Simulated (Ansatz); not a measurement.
This Ansatz (a first-principles code) input (CCSD(T)/3-21G) gives -593.58377 Eh with 31 basis functions. A basis named .json is the Basis Set Exchange file of that set (core-valence sets with the plain set on hydrogen).

Ansatz 0.2 input:
```yaml
crystal:
  periodic: [false, false, false]
  atoms:
    - {symbol: F, position_ang: [-1.21299123, -0.50470806, 0.01613613]}
    - {symbol: S, position_ang: [-0.00574452, 0.55322190, 0.00745691]}
    - {symbol: F, position_ang: [1.22320370, -0.47879753, -0.02939285]}
basis:
  gaussian:
    orbitals: 3-21G.json
magnetization: {spin_polarized: false}
correlation: {method: ccsd_t, electrons: outside_noble_gas}
```

Change:
```diff
- orbitals: 3-21G.json
+ orbitals: 6-31G__.json
```

### Question
What does the run give now?

### Answer
-596.80655 Eh (CCSD(T)/6-31G**, 49 functions), a change of -3222.78 mEh.
